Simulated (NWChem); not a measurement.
System: CH4N2S anion, doublet; SMILES of the neutral closed-shell parent NC(N)=S

The following NWChem deck was run.

```
start job
memory heap 200 mb stack 900 mb global 1100 mb
charge -1
geometry units angstroms noautoz
  N      1.179117    -1.067662    -0.073348
  C     -0.008311    -0.319288     0.222118
  N     -1.161429    -1.135939    -0.007068
  S     -0.003534     1.407746    -0.058579
  H      1.278231    -1.872050     0.547106
  H      1.992828    -0.467975     0.009540
  H     -1.173896    -1.485997    -0.981781
  H     -1.990828    -0.560955     0.109868
end
basis spherical
  * library sto-3g
end
dft
  odft
  mult 2
  xc pbe0
  iterations 150
  mulliken
end
task dft energy
```

Sets without diffuse functions describe the anion's extra electron poorly. Coordinates come from a B3LYP/def2-SVPD, spin-unrestricted optimisation. Not confirmed as a minimum by frequencies. The spin multiplicity was typed, not searched, and may not be the lowest. No stability test was run on the SCF state. The highest occupied level is positive, so the extra electron may be held by the finite basis.

### Question
Give the results of this calculation. (PBE0/STO-3G, spin-unrestricted.) Quantities: basis functions; energy (Ha); highest occupied level (eV); lowest empty minus highest occupied level, either spin (eV); <S²>.

### Answer
The number of basis functions is 28 and the energy (Ha) is -541.35. The highest occupied level (eV) is 7.83. The lowest empty minus highest occupied level, either spin (eV) is 3.89 and the <S²> is 0.752.
